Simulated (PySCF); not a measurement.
Compound: C5H11Ga.
Atom-mapped SMILES: `[CH3:1][C@H:2]1[CH2:3][CH2:4][GaH:5][CH2:6]1` (hydrogens: H7, H8, H9 on C1; H10 on C2; H11, H12 on C3; H13, H14 on C4; H15 on Ga5; H16, H17 on C6)

Level: CAM-B3LYP/def2-SVPD in PySCF, non-relativistic, on one gas-phase PBE0-D3(BJ)/def2-SVP geometry that isn't relaxed in the solvent. The solvent is an IEF-PCM continuum (van der Waals radii × 1.2), and excitations are vertical TDDFT with non-equilibrium linear response and a frozen core. The model holds no explicit solvent molecules, cavitation or dispersion. Spin–orbit coupling is left out although an atom past zinc is present.

Gas-phase singlets (H = HOMO, L = LUMO):

```json
{"state": "S1", "E (eV)": "4.418", "λ (nm)": "281", "f": "0.000", "leading configurations": "H→L 98%"}
{"state": "S2", "E (eV)": "5.336", "λ (nm)": "232", "f": "0.001", "leading configurations": "H-1→L 96%"}
{"state": "S3", "E (eV)": "6.373", "λ (nm)": "195", "f": "0.020", "leading configurations": "H→L+1 86%"}
{"state": "S4", "E (eV)": "6.971", "λ (nm)": "178", "f": "0.053", "leading configurations": "H→L+2 82%"}
{"state": "S5", "E (eV)": "7.172", "λ (nm)": "173", "f": "0.001", "leading configurations": "H-2→L 78%, H→L+3 10%"}
```

Task: How does the list change in dichloromethane (ε = 8.93)?

Result: 
```json
{"state": "S1", "E (eV)": "4.564", "λ (nm)": "272", "f": "0.000", "leading configurations": "H→L 98%", "change by rank (eV)": "+0.146"}
{"state": "S2", "E (eV)": "5.511", "λ (nm)": "225", "f": "0.001", "leading configurations": "H-1→L 96%", "change by rank (eV)": "+0.175"}
{"state": "S3", "E (eV)": "6.425", "λ (nm)": "193", "f": "0.030", "leading configurations": "H→L+1 81%, H→L+3 11%", "change by rank (eV)": "+0.052"}
{"state": "S4", "E (eV)": "6.903", "λ (nm)": "180", "f": "0.093", "leading configurations": "H→L+2 82%", "change by rank (eV)": "-0.068"}
{"state": "S5", "E (eV)": "7.183", "λ (nm)": "173", "f": "0.059", "leading configurations": "H→L+3 47%, H→L+4 23%, H→L+1 13%", "change by rank (eV)": "+0.011"}
```

Task: The ground-state energy changes by -0.075 eV from gas to dichloromethane. By how much does the total energy of gas-phase S1 change?

Result: E(S1) = E(S0) + excitation energy, so it changes by -0.075 + 0.146 = +0.071 eV: it isn't lowered at all, while the ground state is. This is the vertical state, with the slow part of the continuum still set for S0.

Task: How do the frontier levels move from gas to dichloromethane?

Result: 
| orbital | gas (eV) | solvent (eV) | change (eV) | Löwdin shares, gas | Löwdin shares, solvent |
| --- | --- | --- | --- | --- | --- |
| LUMO+2 | 1.59 | 1.70 | +0.11 | Ga5 38 %, C6 11 %, H15 9 %, C4 7 % | Ga5 39 %, C6 12 %, H15 10 %, H17 6 % |
| LUMO+1 | 0.88 | 1.07 | +0.19 | Ga5 64 % | Ga5 65 %, H15 4 % |
| LUMO | -0.18 | 0.14 | +0.32 | Ga5 58 %, H15 11 %, C4 9 %, C6 8 % | Ga5 58 %, H15 12 %, C4 9 %, C6 8 % |
| HOMO | -8.17 | -8.01 | +0.16 | C4 26 %, C6 26 %, Ga5 21 %, C2 5 % | C6 26 %, C4 26 %, Ga5 21 %, C2 5 % |
| HOMO-1 | -9.10 | -8.97 | +0.13 | Ga5 25 %, H15 22 %, C4 12 %, C6 11 % | Ga5 24 %, H15 21 %, C4 12 %, C6 11 % |
| HOMO-2 | -10.25 | -10.08 | +0.17 | C3 20 %, C2 16 %, C1 16 %, H12 12 % | C3 20 %, C2 16 %, C1 16 %, H12 12 % |
| HOMO-3 | -10.45 | -10.30 | +0.15 | C2 23 %, C3 18 %, C6 12 %, C1 10 % | C2 23 %, C3 18 %, C6 12 %, C1 10 % |

The HOMO–LUMO gap goes from 7.98 to 8.15 eV.
